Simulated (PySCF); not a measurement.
Some computed properties have been withheld. Give your best values.

Species: C₅H₇S₂ (doublet state).
InChI=1S/C5H7S2/c1-6-5-3-2-4-7-5/h2-3H,4H2,1H3

Conformer (atom-mapped SMILES and torsion angles): `[CH3:1][S:2][C:3]1=[CH:4][CH:5][CH2:6][S:7]1`: C1–S2–C3–C4 138°.

```csv
property,level,value
point group,PBE0-D3(BJ)/def2-SVP,?
"rotational constants A, B, C",PBE0-D3(BJ)/def2-SVP,"3.774, 1.298, 1.030 GHz"
dipole moment,PBE0-D3(BJ)/def2-SVP,?
isotropic g value,"unrestricted B3LYP/IGLO-III on C S, pcH-1 on H, mean-field spin–orbit",?
spin squared ⟨S²⟩,"unrestricted B3LYP/IGLO-III on C S, pcH-1 on H",?
largest isotropic hyperfine couplings (means over sets of like nuclei),"unrestricted B3LYP/IGLO-III on C S, pcH-1 on H, mean-field spin–orbit","1H +94.2 (×2), 13C +59.0, 13C +42.2, 13C -35.8, 1H -34.3 MHz"
```

The electronic properties come from PySCF, for the isolated species, density fitting. Isolated species at its PBE0-D3(BJ)/def2-SVP geometry (one conformer only). The unpaired spin is shared among atoms: the largest Mulliken spin population is 0.52. Couplings of like nuclei are plain means over topologically equivalent atoms, as if these changed places fast (by rotation of a methyl-like group, say); in this geometry the members of some sets differ.

**Question.** Give the isotropic g value.

**Answer.** 2.00484.

**Question.** Give the dipole moment.

**Answer.** 1.37 D.

**Question.** Give the spin squared ⟨S²⟩.

**Answer.** 0.770.

**Question.** Give the point group.

**Answer.** C1.

The rotational constants make it an asymmetric top with κ = (2B − A − C)/(A − C) = -0.80, nearer the prolate limit (−1). At 9.50 GHz, hν = g·μB·B₀ (B₀ the magnetic field) puts the centre of the isotropic spectrum, to first order, at 338.6 mT. ⟨S²⟩ is 0.020 above the pure-spin value S(S + 1) = 0.75.
